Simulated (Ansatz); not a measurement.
A barrier at the coupled-cluster level

Start structure (C$_{2}$H$_{10}$Ge, singlet), relaxed at PBE0-D4/def2-TZVP:

```
13
angstrom
Ge -0.1973 0.5275 1.3239
C 0.7462 0.1886 -0.3599
C 0.0657 0.8261 -1.5630
H -0.2695 2.0431 1.5934
H -1.6383 -0.0139 1.2405
H 0.5148 -0.1521 2.5076
H -0.4722 -3.2779 0.7131
H -0.9989 -2.7897 0.9168
H 0.8220 -0.8947 -0.4849
H 1.7679 0.5622 -0.2479
H -0.0034 1.9119 -1.4567
H 0.6139 0.6223 -2.4870
H -0.9509 0.4468 -1.6957
```

The step: C₂H₈Ge ([CH3][CH2][GeH3]) + H₂ → C₂H₆ (CC) + GeH₄; bonds formed: Ge1–H8, C2–H7; bonds broken: Ge1–C2, H7–H8. Ansatz 0.2.0; basis: def2-TZVPP and def2-QZVPP; cores frozen in the correlated methods. Filled d shells of the heavier atoms are correlated. The def2 sets are not built for correlating such inner shells, so the correlated values are less sure here. Extrapolation: Hartree–Fock as exp(−7.88 √X), correlation as X^−2.97. Energies below are by CCSD(T) at an estimated basis limit (MP2 extrapolated from triple and quadruple zeta, plus CCSD(T) − MP2 in triple zeta).

Task: What are the electronic barrier and the energy of the step, from the start structure to the end structure? (Judge from chemistry; the value comes from the calculation.)

Result: The calculation gives: Barrier 3.537 eV; step energy -0.414 eV (downhill); reverse barrier, their difference, 3.951 eV. Barrier and step energy count from the start structure, the reverse barrier from the end structure.

The saddle point: One imaginary mode of 1848i cm⁻¹.
```
  pair  start (Å)  saddle (Å)  end (Å)
Ge1–H8       3.44        1.89     1.53
 C2–H7       3.83        1.38     1.09
Ge1–C2       1.96        2.30     4.07
 H7–H8       0.75        1.16     2.89
```

Zero-point energy (harmonic, PBE0-D4): ZPE is 2.704 eV at the start and 2.741 eV at the saddle, so the barrier goes from 3.537 to 3.574 eV.

No T1 diagnostic of these runs exceeds 0.012.

Labels in which every atom is bracketed show which atoms are joined, not bond orders.

For scale, one of the runs: CCSD(T)/def2-TZVPP, 250 basis functions, launched by `ansatz run in.yaml --threads 8 --pin off --events-out ev --progress --plain --max-ram 19148MiB`. Time: 95 s of wall clock on 8 CPU threads of an Arm Neoverse V1; the host was shared. Peak host memory: 5.4 GiB.
